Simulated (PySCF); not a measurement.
Energy of Mo⁺ (molybdenum, charge +1) between two integer charges

The 4d alpha orbital of [Kr] 4d5 is emptied in steps (occupation f), with all orbitals relaxed, ending at [Kr] 4d4. Computed with PySCF 2.14 in aug-cc-pVTZ-PP with ECP28MDF (6s6p5d3f2g, 88 functions), with scalar relativity through the core potential. The exact energy is a straight line in f; departures are measured from the line between the end points of the same method.

```json
{"f": "1", "B3LYP (eV)": "0.000"}
{"f": "0.9", "B3LYP (eV)": "-0.344"}
{"f": "0.7", "B3LYP (eV)": "-0.809"}
{"f": "0.5", "B3LYP (eV)": "-0.970"}
{"f": "0.3", "B3LYP (eV)": "-0.819"}
{"f": "0.1", "B3LYP (eV)": "-0.353"}
{"f": "0", "B3LYP (eV)": "0.000"}
```

| method | E(f=0) − E(f=1) (eV) | −ε at f=1 (eV) | −ε at f=0.5 (eV) |
| --- | --- | --- | --- |
| B3LYP | 16.169 | 12.359 | 16.140 |

Orbital energy along the path (eV):

| f | B3LYP |
| --- | --- |
| 1 | -12.359 |
| 0.9 | -13.095 |
| 0.7 | -14.599 |
| 0.5 | -16.140 |
| 0.3 | -17.708 |
| 0.1 | -19.298 |
| 0 | -20.105 |

Reference removal energy between the ground levels: 16.16 ± 0.12 eV (semi-empirical (NIST evaluation); NIST Atomic Spectra Database, ionization energies). The calculation has no spin-orbit coupling. The determinant left behind need not be the lowest term of the ion.
